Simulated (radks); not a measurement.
Problem. Excited configurations of Ta XLIX: one electron is placed in a higher orbital outside [Ar] 3d6. The ground configuration is [Ar] 3d7. All-electron calculation, scalar-relativistic Kohn-Sham, PBE, spin-polarised, spherical densities, point nucleus; open shells are filled with parallel spins first (spin-orbit coupling, left out, can overturn this in heavy ions). Program: a radial shooting solver on a logarithmic mesh with Libxc functionals. Excitation = E - E(ground); binding = E(ion) - E, where the ion is the core of charge +49; n* = 49/sqrt(2 binding) in atomic units. These energies are relativistic, and a one-electron ion of charge +49 with no core already has n* below n in this formula (scalar-relativistic equation, point nucleus: 4s 3.946, 5p 4.967, 5d 4.984, 6s 5.942, 7s 6.941). The quantum defect is therefore taken as that value minus n*, so that it holds no relativistic shift of the bare ion.

outer orbital  excitation (eV)  binding (eV)     n*  quantum defect  eigenvalue (eV)  <r> (bohr)
5p                      2778.5        1517.3  4.640           0.327          -1503.5      0.6427
5d                      2865.0        1430.7  4.778           0.206          -1416.7      0.6411
6s                      3223.2        1072.5  5.519           0.423          -1063.6      0.9355
7s                      3525.9        769.80  6.514           0.427          -763.29       1.303

Estimate the row for 4s.

Solution. excitation (eV) 1662.6; binding (eV) 2633.1; n* 3.522; quantum defect 0.424; eigenvalue (eV) -2605.8; <r> (bohr) 0.3827. The Delta-SCF ionisation energy is 4295.7 eV (NIST Atomic Spectra Database: 4278 eV, theoretical). Self-interaction in the functional shifts the binding energies and quantum defects, so they are the method's values and not measured ones. Open shells are spherical and high-spin; term and fine-structure splittings are not resolved. Spin-orbit splitting is averaged out at the scalar-relativistic level.
